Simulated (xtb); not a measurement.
C₃F₅, doublet, at a GFN2-xTB geometry; GFN1-xTB in xtb.

The xtb input:
```
$ xtb mol.xyz --gfn 1 --uhf 1 --opt --json

# file mol.xyz
8

F      2.31105681    -0.60630354     0.44802213
C      1.21661307    -0.19266073    -0.15737279
F      1.43520919     0.16637079    -1.40914534
C     -0.02232275    -0.14002458     0.44908467
F     -0.08594854    -0.53913187     1.72909540
C     -1.20234980     0.28213038    -0.12957288
F     -1.29668040     0.70258278    -1.37774912
F     -2.35826408     0.31018513     0.50168426
```

Output, abridged:

```
   ID    Z sym.   atoms
    1    9 F      1, 3, 5, 7, 8
    2    6 C      2, 4, 6

           -------------------------------------------------
          |                Calculation Setup                |
           -------------------------------------------------

           -------------------------------------------------
          |                 G F N 1 - x T B                 |
           -------------------------------------------------

          ...................................................
          :                      SETUP                      :
          :.................................................:
          :  # basis functions                  32          :
          :  # atomic orbitals                  32          :
          :  # shells                           16          :
          :  # electrons                        47          :
          :  # halogen bonds                     0          :
          :  max. iterations                   250          :
          :  Hamiltonian                  GFN1-xTB          :
          :  restarted?                      false          :
          :  GBSA solvation                  false          :
          :  PC potential                    false          :
          :  electronic temp.          300.0000000     K    :
          :  accuracy                    1.0000000          :
          :  -> integral cutoff          0.2500000E+02      :
          :  -> integral neglect         0.1000000E-07      :
          :  -> SCF convergence          0.1000000E-05 Eh   :
          :  -> wf. convergence          0.2000000E-04 e    :
          :  Broyden damping             0.4000000          :
          :  net charge                          0          :
          :  unpaired electrons                  1          :
          ...................................................

 iter      E             dE          RMSdq      gap      omega  full diag
   1    -32.0090290 -0.320090E+02  0.803E+00    3.66       0.0  T
   2    -32.0652652 -0.562362E-01  0.483E+00    3.74       1.0  T
   3    -32.0648861  0.379106E-03  0.118E+00    3.63       1.0  T
   4    -32.0656396 -0.753546E-03  0.776E-02    3.72       1.0  T
   5    -32.0656897 -0.501076E-04  0.534E-03    3.70       6.6  T
   6    -32.0656899 -0.218758E-06  0.531E-04    3.70      66.6  T
   7    -32.0656899 -0.156920E-08  0.175E-04    3.70     201.5  T
   8    -32.0656899 -0.117879E-10  0.331E-05    3.70    1066.7  T

   *** convergence criteria satisfied after 8 iterations ***

         :::::::::::::::::::::::::::::::::::::::::::::::::::::
         ::                     SUMMARY                     ::
         :::::::::::::::::::::::::::::::::::::::::::::::::::::
         :: total energy             -31.948769530653 Eh    ::
         :: gradient norm              0.011267368443 Eh/a0 ::
         :: HOMO-LUMO gap              3.697044791458 eV    ::
         ::.................................................::
         :: SCC energy               -32.065689926133 Eh    ::
         :: -> electrostatic           0.075906627667 Eh    ::
         :: repulsion energy           0.119084726262 Eh    ::
         :: dispersion energy         -0.002164330781 Eh    ::
         :: halogen bond corr.         0.000000000000 Eh    ::
         :: add. restraining           0.000000000000 Eh    ::
         :: total charge               0.000000000000 e     ::
         :::::::::::::::::::::::::::::::::::::::::::::::::::::

      -----------------------------------------------------------
     |                   =====================                   |
     |                        A N C O P T                        |
     |                   =====================                   |
     |               Approximate Normal Coordinate               |
     |                Rational Function Optimizer                |
      -----------------------------------------------------------
[...]
 * total energy  :   -31.9487695 Eh     change       -0.1045919E-10 Eh
 * total energy  :   -31.9489717 Eh     change       -0.2021758E-03 Eh
 * total energy  :   -31.9490197 Eh     change       -0.4801123E-04 Eh
 * total energy  :   -31.9490245 Eh     change       -0.4777573E-05 Eh
 * total energy  :   -31.9490256 Eh     change       -0.1094138E-05 Eh
   *** GEOMETRY OPTIMIZATION CONVERGED AFTER 5 ITERATIONS ***
         :: total energy             -31.949025589446 Eh    ::
[...]
           -------------------------------------------------

    * Orbital Energies and Occupations

         #    Occupation            Energy/Eh            Energy/eV
      -------------------------------------------------------------
         1        2.0000           -0.9313875             -25.3443
       ...           ...                  ...                  ...
        12        2.0000           -0.6544957             -17.8097
        13        2.0000           -0.6538939             -17.7934
        14        2.0000           -0.6402800             -17.4229
        15        2.0000           -0.6154216             -16.7465
        16        2.0000           -0.6065480             -16.5050
        17        2.0000           -0.6062402             -16.4966
        18        2.0000           -0.6037756             -16.4296
        19        2.0000           -0.5976512             -16.2629
        20        2.0000           -0.5961920             -16.2232
        21        2.0000           -0.5940546             -16.1650
        22        2.0000           -0.5564606             -15.1421
        23        2.0000           -0.4966320             -13.5140
        24        1.0000           -0.3876982             -10.5498 (HOMO)
        25                         -0.2500651              -6.8046 (LUMO)
        26                         -0.1240085              -3.3744
        27                         -0.0881266              -2.3980
        28                         -0.0427590              -1.1635
        29                          0.0604147               1.6440
        30                          0.1501269               4.0852
        31                          0.3721010              10.1254
        32                          0.4717987              12.8383
      -------------------------------------------------------------
                  HL-Gap            0.1376332 Eh            3.7452 eV
             Fermi-level           -0.3805234 Eh          -10.3546 eV

  Mulliken/CM5 charges         n(s)   n(p)   n(d)
     1F    -0.18949 -0.21107   1.812  5.377  0.000
     2C     0.41741  0.45949   0.968  2.615  0.000
     3F    -0.20209 -0.22383   1.815  5.387  0.000
     4C     0.16802  0.19278   1.010  2.822  0.000
     5F    -0.21966 -0.24196   1.818  5.402  0.000
     6C     0.41741  0.45949   0.968  2.615  0.000
     7F    -0.20209 -0.22383   1.815  5.387  0.000
     8F    -0.18949 -0.21107   1.812  5.377  0.000

Wiberg/Mayer (AO) data.
largest (>0.10) Wiberg bond orders for each atom

 ---------------------------------------------------------------------------
     #   Z sym  total        # sym  WBO       # sym  WBO       # sym  WBO
 ---------------------------------------------------------------------------
     1   9 F    1.159 --     2 C    1.012
     2   6 C    3.631 --     4 C    1.360     1 F    1.012     3 F    1.000
                             6 C    0.161
     3   9 F    1.144 --     2 C    1.000
     4   6 C    3.866 --     6 C    1.360     2 C    1.360     5 F    0.956
     5   9 F    1.077 --     4 C    0.956
     6   6 C    3.631 --     4 C    1.360     8 F    1.012     7 F    1.000
                             2 C    0.161
     7   9 F    1.144 --     6 C    1.000
     8   9 F    1.159 --     6 C    1.012
 ---------------------------------------------------------------------------

Topologies differ in total number of bonds
Writing topology from bond orders to xtbtopo.mol

 dipole moment from electron density (au)
     X       Y       Z
   0.0054   0.0337  -0.1081  total (Debye):    0.288

optimized geometry written to: xtbopt.xyz

           -------------------------------------------------
          | TOTAL ENERGY              -31.949025589446 Eh   |
          | GRADIENT NORM               0.000469184069 Eh/α |
          | HOMO-LUMO GAP               3.745188654674 eV   |
           -------------------------------------------------

normal termination of xtb
```
